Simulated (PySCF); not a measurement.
Delta-SCF ions had no search for a lower state. 

Cartesian coordinates (Å):
```xyz
11

C     -1.7186     0.0327     0.0472
C     -0.2902     0.4227    -0.1494
C      0.7418    -0.4015     0.0538
N      2.0815    -0.1326    -0.2196
H     -1.7983    -0.9950     0.4108
H     -2.2931     0.0986    -0.8842
H     -2.2229     0.6825     0.7713
H     -0.0921     1.4358    -0.4992
H      0.5640    -1.4178     0.4000
H      2.2927     0.8481    -0.3406
H      2.7353    -0.5735     0.4098
```
Charge 0, spin multiplicity 1.

Give the dipole moment, vertical ionisation energy (Delta-SCF) and S1 oscillator strength at the level r2SCAN-D4/def2-TZVP (PySCF 2.14.0).


```yaml
dipole_moment: 1.37 D
vertical ionisation energy (Delta-SCF): 7.80 eV
S1 oscillator strength: 0.014
```
